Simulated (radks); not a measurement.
Excited configurations of Mo3+: one electron is placed in a higher orbital outside [Kr] 4d2. The ground configuration is [Kr] 4d3. Method: Dirac Kohn-Sham, PBE, spin-unpolarised, spherical densities, point nucleus; open shells are shared between the two j in proportion to 2j + 1; computed with a radial shooting solver on a logarithmic mesh with Libxc functionals. Excitation = E - E(ground); binding = E(ion) - E, where the ion is the core of charge +4; n* = 4/sqrt(2 binding) in atomic units, and the quantum defect is n - n*. Eigenvalue and <r> are those of j = l + 1/2.

outer orbital  excitation (eV)  binding (eV)  quantum defect  <r> (bohr)
4f                      24.308        15.191           0.214       3.641
5p                      13.326        26.173           2.116       3.048
5d                      21.860        17.639           1.487       4.054
5f                      29.328        10.171           0.374       6.533
6s                      22.664        16.835           2.404       4.988
6p                      25.056        14.443           2.118       5.611
7s                      29.094        10.405           2.426       8.025
7p                      30.295         9.204           2.137       8.868
7d                      32.175         7.324           1.548       10.72
7f                      34.328         5.171           0.511       14.58

The Delta-SCF ionisation energy is 39.499 eV (NIST Atomic Spectra Database: 40.3 eV, semi-empirical). Self-interaction in the functional shifts the binding energies and quantum defects, so they are the method's values and not measured ones. Spin polarisation and multiplet splitting are left out, so open shells lie too high by an amount that depends on their filling. Sharing an open shell by 2j + 1 raises it above the true ground level by a part of the spin-orbit splitting, which enters the differences from NIST.

Beside tabulated values, note that spin-unpolarised runs miss the spin-polarisation part of the exchange energy of open shells.
